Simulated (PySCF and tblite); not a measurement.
Results of a calculation; reference values are marked as such.
5 regioisomers of C₄H₂N₂SSe:

| isomer | SMILES |
| --- | --- |
| A | [N:1]#[C:2][c:3]1[n:4][s:5][cH:6][c:7]1[SeH:8] |
| B | [N:1]#[C:2][c:3]1[cH:4][c:5]([SeH:6])[n:7][s:8]1 |
| C | [N:1]#[C:2][c:3]1[cH:4][s:5][n:6][c:7]1[SeH:8] |
| D | [N:1]#[C:2][c:3]1[s:4][n:5][cH:6][c:7]1[SeH:8] |
| E | [N:1]#[C:2][c:3]1[cH:4][n:5][s:6][c:7]1[SeH:8] |

Each isomer is a Boltzmann average at 298.15 K over at most 3 conformers: GFN2-xTB geometries, energies B3LYP/def2-SVP (IEF-PCM, benzene) (D3(BJ) added where defined), GFN2-xTB thermal terms. Programs: PySCF with density fitting and tblite.

Question: Rank the isomers by free energy at 298.15 K.

Answer: 
```tsv
isomer	ΔG (kcal/mol)	ΔE, lowest conformer	conformers	largest weight %	rms dipole (D)
C	0.0	0.0	1	100	2.90
E	0.4	0.4	1	100	2.58
D	1.8	1.8	1	100	2.38
B	2.0	2.2	1	100	2.78
A	3.6	3.7	1	100	4.81
```

The minima are those of GFN2-xTB; planar forms about aryl–S or allylic bonds may be saddles in DFT. The search found a single conformer for at least one isomer; other rotamers may be missing.
